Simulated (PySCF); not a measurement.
CH₃F₃Ti, multiplicity 1. Atoms are numbered in the order given.

```xyz
8

Ti     0.0000     0.0000    -0.1085
F      1.4419     0.8325    -0.5921
F     -1.4419     0.8325    -0.5921
F      0.0000    -1.6649    -0.5921
C      0.0000     0.0000     1.9219
H      0.9027    -0.5212     2.2804
H     -0.9027    -0.5212     2.2804
H      0.0000     1.0424     2.2804
```

Geometry optimised at PBE0-D3(BJ)/def2-SVP. The spin state was assumed, not searched. The structure was generated by enumeration; whether it is a known compound was not checked.

The numbers are results of PBE0/def2-TZVP run with PySCF, not measurements.

Symmetry labels are those of the subgroup Cs that the program uses (full group C3v).

Task: List the valence orbital energies around the gap with their symmetry. (An estimate is asked for; the answer gives what the named calculation found.)

Result: 
| orbital | symmetry | energy (eV) |
|---|---|---|
| HOMO−7 | A' | -13.00 |
| HOMO−6 | A' | -12.55 |
| HOMO−5 | A' | -12.37 |
| HOMO−4 | A" | -12.37 |
| HOMO−3 | A" | -12.05 |
| HOMO−2 | A' | -11.71 |
| HOMO−1 | A" | -11.71 |
| HOMO | A' | -8.84 |
| LUMO | A" | -2.36 |
| LUMO+1 | A' | -2.36 |
| LUMO+2 | A' | -1.03 |
| LUMO+3 | A' | -0.98 |
